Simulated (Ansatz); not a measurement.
The same path of CH$_{5}$GaSn (8 atoms, charge 0, multiplicity 1) was run 3 times with different band settings.

Level of theory: Ansatz, RKS PBE0/def2-SVP.

Relaxed end points:

```xyz
8
Properties=species:S:1:pos:R:3
C -0.576 0.632 -0.703
Ga 0.048 2.568 -0.693
Sn 0.465 -0.737 0.596
H -1.645 0.589 -0.419
H -0.493 0.223 -1.729
H 0.343 -0.208 2.227
H 2.130 -0.797 0.173
H -0.179 -2.328 0.492
```

```xyz
8
Properties=species:S:1:pos:R:3
C -0.551 0.627 -0.733
Ga -0.236 2.609 -0.402
Sn 0.473 -0.738 0.586
H -1.633 0.415 -0.631
H -0.260 0.355 -1.765
H 0.449 -0.136 2.198
H 2.113 -0.897 0.102
H -0.262 -2.291 0.590
```

Common settings: climbing image yes; spring 5.0 eV/Å²; optimiser quadratic models (default); start path IDPP; force threshold 0.03 eV/Å; end points relaxed.

| run | movable images | iteration limit |
| --- | --- | --- |
| 1 | 9 | 60 |
| 2 | 3 | 60 |
| 3 | 9 | 6 |

**Question.** What does each run give, and how far can it be trusted?

**Answer.** Run 1: converged after 3 iterations, highest image 0.002 eV above the first end. The highest image is an end point: on this band no image between the ends rises above it.
Run 2: converged after 3 iterations, highest image 0.002 eV above the first end. The highest image is an end point: on this band no image between the ends rises above it. So few images can step over the top or miss a turn of the path.
Run 3: converged after 3 iterations, highest image 0.002 eV above the first end. The highest image is an end point: on this band no image between the ends rises above it.
